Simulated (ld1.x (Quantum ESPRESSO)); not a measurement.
**vanadium (V), TM: configuration errors across variants**

| Item | Value |
| --- | --- |
| Element | V |
| Generator | ld1.x (Quantum ESPRESSO) 7.5 |
| Type | norm-conserving Troullier–Martins (Kleinman–Bylander form) |
| Functional | PBE |
| Relativity | scalar-relativistic |
| Frozen core | [Ar] |
| Valence charge | 5 |
| Reference configuration | 3d3 4s1.5 4p0.5 |
| Partial waves | 4s (bound): rc 2.25 bohr; 4p (bound): rc 3.75 bohr; 3d (bound): rc 1.05 bohr |
| Local potential | the d channel |
| Core correction | Bessel-smoothed model core, default radius (core density twice the valence density) |

All-electron excitation energies from the reference (eV): (1) 3d3 4s2 4p0 -1.651; (2) 3d3 4s1 4p0 6.084; (3) 3d3 4s0 4p0 20.380; (4) 3d2 4s0 4p0 49.277; (5) 3d3.5 4s1.5 4p0 -1.596.

Tests that are not counted but printed errors over 1 eV. “base”: 3d2 4s2 4p0 (solver errors, printed error -15.3 eV); 3d2 4s2 4p1 (solver errors, printed error -116 eV). “all radii but the core radius scaled by about 0.77 (s 1.74, p 2.90, d 0.82 bohr)”: 3d2 4s2 4p1 (solver errors, printed error -156 eV); 3d3 4s2 4p0 (pseudo-atom not self-consistent, printed error -116 eV); 2 more. “all radii but the core radius scaled by about 0.83 (s 1.88, p 3.12, d 0.88 bohr)”: 3d2 4s2 4p0 (solver errors, printed error -15.3 eV); 3d2 4s2 4p1 (solver errors, printed error -116 eV). “all radii but the core radius scaled by about 0.90 (s 2.04, p 3.38, d 0.94 bohr)”: 3d2 4s2 4p0 (solver errors, printed error -15.3 eV); 3d2 4s2 4p1 (solver errors, printed error -116 eV). “all radii but the core radius scaled by about 1.03 (s 2.32, p 3.88, d 1.08 bohr)”: 3d2 4s2 4p0 (solver errors, printed error -15.3 eV); 3d2 4s2 4p1 (solver errors, printed error -116 eV).

A true bound ghost makes a file unfit for plane-wave use even where its test errors are small: the radial tests pick states by their node count and pass the ghost by. Where a test does run into it, the solver fails or the error is huge.

Errors AE − PS in meV (a dash: test not solved or not reliable):

| change | (1) | (2) | (3) | (4) | (5) | bound ghosts |
| --- | --- | --- | --- | --- | --- | --- |
| base | +0.1 | -3.3 | -37 | -329 | -37 | s, p |
| all radii but the core radius scaled by about 0.77 (s 1.74, p 2.90, d 0.82 bohr) | – | -15 | -15 | -442 | – | s, p |
| all radii but the core radius scaled by about 0.83 (s 1.88, p 3.12, d 0.88 bohr) | +1.0 | +6.4 | -23 | -395 | -13 | s, p |
| all radii but the core radius scaled by about 0.90 (s 2.04, p 3.38, d 0.94 bohr) | +0.2 | -0.7 | -30 | -357 | -30 | s, p |
| all radii but the core radius scaled by about 1.03 (s 2.32, p 3.88, d 1.08 bohr) | +0.2 | -3.9 | -38 | -328 | -37 | s, p |
| all radii but the core radius scaled by about 1.09 (s 2.44, p 4.08, d 1.14 bohr) | +0.3 | -4.8 | -40 | -328 | -37 | s, p |
| all radii but the core radius scaled by about 1.17 (s 2.64, p 4.40, d 1.24 bohr) | +0.7 | -5.8 | -42 | -338 | -37 | s, p |
| all radii but the core radius scaled by about 1.25 (s 2.82, p 4.70, d 1.32 bohr) | +0.9 | -6.4 | -44 | -362 | -36 | s, p |
| all radii but the core radius scaled by about 1.31 (s 2.96, p 4.92, d 1.38 bohr) | +1.0 | -6.9 | -47 | -390 | -34 | s, p |

(1) Give the same row for: all radii but the core radius scaled by about 1.39 (s 3.12, p 5.20, d 1.46 bohr).

## Answers

(1) +1.1, -7.4, -51, -427, -32; bound ghosts: s, p. Not counted: 3d2 4s2 4p1 (solver errors, printed error -148 eV).
